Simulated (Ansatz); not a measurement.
Several settings on one geometry of Sc2B2 (the lowest singlet isomer of a short search) (that of the charge 0 singlet, r2SCAN-D4/def2-SVP). Ansatz on 2 threads of Arm Neoverse V2 on a shared host; times are rough.

| atom | x (Å) | y (Å) | z (Å) |
| --- | --- | --- | --- |
| Sc1 | -0.365 | 1.495 | 0.369 |
| Sc2 | 0.702 | -0.934 | 1.067 |
| B3 | 0.525 | -0.049 | -0.972 |
| B4 | -0.863 | -0.512 | -0.465 |

Totals from different functionals, basis sets or treatments of relativity can't be compared as stabilities.

Task: Give the basis size and estimate the energy, ⟨S²⟩, dipole and time of these runs.

```csv
run,method,charge,state,further keys
1,RKS ωB97X/def2-mTZVPP,0,singlet,fitting: {mean_field: def2-universal-jkfit}; scf: {omitted_lower_state_checks: [starts]}; forces asked
2,RKS BLYP/def2-TZVPD,0,singlet,scf: {omitted_lower_state_checks: [starts]}
3,RKS r2SCANh-D3(BJ)-ATM/def2-SVPD,0,singlet,scf: {omitted_lower_state_checks: [starts]}; forces asked
```

Result: 
```csv
run,functions,energy (Eh),⟨S²⟩,dipole (D),wall time
1,104,-1570.8517,–,5.32,9.5 s
2,170,-1570.9596,–,–,4.1 s
3,108,-1570.5688,–,4.71,7.5 s
```

The restricted singlet is unstable towards broken spin symmetry at other levels; at RKS ωB97X/def2-mTZVPP, RKS BLYP/def2-TZVPD, RKS r2SCANh-D3(BJ)-ATM/def2-SVPD this wasn't settled.
